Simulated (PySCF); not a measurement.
Does the answer move with the share of exact exchange?

Compound: CH4B3Cl3.
Geometry (PBE0-D3(BJ)/def2-SVP, Å), atoms numbered from 1 in this order:
```
atom  x, y, z in Å
B1    -1.247   -0.696   -0.396
C2    -0.009    0.255   -0.441
B3     1.209   -0.701   -0.243
Cl4    2.450   -0.772   -1.475
B5    -0.073    1.151    0.840
Cl6   -0.141    0.519    2.472
Cl7   -0.076    2.895    0.645
H8    -2.026   -0.679   -1.318
H9    -1.428   -1.445    0.531
H10    0.054    0.865   -1.349
H11    1.342   -1.412    0.716
```

PySCF, def2-SVPD basis, density fitting, gas phase, PBE0-D3(BJ)/def2-SVP geometry; singlet excitations by full TDDFT with frozen cores and triplets by Tamm–Dancoff TDDFT. One functional is left out:

```csv
functional,exact exchange (%),HOMO energy (eV),LUMO energy (eV),lowest singlet excitation (eV),lowest triplet excitation (eV),dipole moment (D),mean polarisability (au)
LDA,0,-7.62,-3.58,4.17,3.95,0.669,101.2
PBE,0,-7.52,-3.30,4.33,4.08,0.671,99.9
PBE0,25,-8.86,-2.37,5.09,4.72,0.777,94.3
BHandHLYP,50,-10.08,-1.35,5.64,5.22,0.868,90.3
```

Q: Predict the row of B3LYP (20 % exact exchange) by straight lines through the other rows, and check it.

A: 
| property | line | computed | computed − line | PBE0 (25 %), for comparison |
| --- | --- | --- | --- | --- |
| HOMO energy (eV) | -8.58 | -8.61 | -0.03 | -8.86 |
| LUMO energy (eV) | -2.60 | -2.56 | +0.04 | -2.37 |
| lowest singlet excitation (eV) | 4.84 | 4.98 | +0.14 | 5.09 |
| lowest triplet excitation (eV) | 4.52 | 4.68 | +0.16 | 4.72 |
| dipole moment (D) | 0.751 | 0.748 | -0.003 | 0.777 |
| mean polarisability (au) | 96.2 | 95.3 | -0.9 | 94.3 |
